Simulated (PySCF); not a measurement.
# Assigning NMR signals

Structure with atom numbers: `[O:1]=[C:2]([OH:3])[C:4]#[C:5][SiH2:6][CH2:7][SiH3:8]`. Hydrogens are named by the atom that carries them.

Gas phase, relativity neglected, rapidly exchanging positions averaged, one computed conformer. PBE0/pcSseg-1 with gauge-including orbitals; geometry: GFN2-xTB; PySCF 2.14.0 with density-fitted response routines.

Chemical shifts δ = σref − σ; TMS for $^{13}$C (186.93 ppm), $^{1}$H (31.72 ppm), all at this level.

(1) Assign these signals to the numbered atoms. $^{13}$C{$^{1}$H} NMR (computed): δ 157.6, 102.7, 98.6, -9.7.

(2) Assign these signals to the numbered atoms. $^{1}$H NMR (400 MHz, computed): δ 6.35 (br s, 1H), 4.50 (t, 2H), 3.98 (t, 3H), 0.27 (m, 2H).

Answers

(1) 
157.6 → C2, carboxylic acid carbon: lone-pair donation from the attached heteroatom keeps it upfield of a ketone carbonyl
102.7 → C4, alkyne carbon: sp carbons lie upfield of alkene carbons because the cylindrical π system leaves one tensor component strongly shielded
98.6 → C5, alkyne carbon
-9.7 → C7, sp3 CH2 bonded to 2 Si: an electropositive neighbour leaves it electron-rich and shielded

(2) 
| δ (ppm) | atoms | environment | reason |
| --- | --- | --- | --- |
| 6.35 | H(O3) | hydrogen on an acid hydroxyl oxygen | exchangeable; this is the value without hydrogen bonding to other molecules |
| 4.50 | H(Si6) | hydrogen on a silicon bonded to 2 C | – |
| 3.98 | H(Si8) | hydrogen on a silicon bonded to C | – |
| 0.27 | H(C7) | hydrogen on an sp3 CH2 bonded to 2 Si | an electropositive neighbour shields it, as in TMS itself |

The OH or NH signal is concentration- and solvent-dependent in practice; the value given is the gas-phase one. Shifts are as computed. Against solution values, carbons near 30 ppm lie about +3 ppm off and those near 130 ppm about +5 ppm. Of 1211 compounds with measured shifts, 218 miss one by over three times the rms of a fit or turn the order of signals round; such compounds aren't used in these exercises. Hydrogen bonding in solution deshields acid and N–H amide carbonyl carbons by as much as 10 ppm beyond these values. Multiplicities follow the n + 1 count of equivalent neighbours, as no J values were calculated; m marks all less simple cases, F and P coupling included.
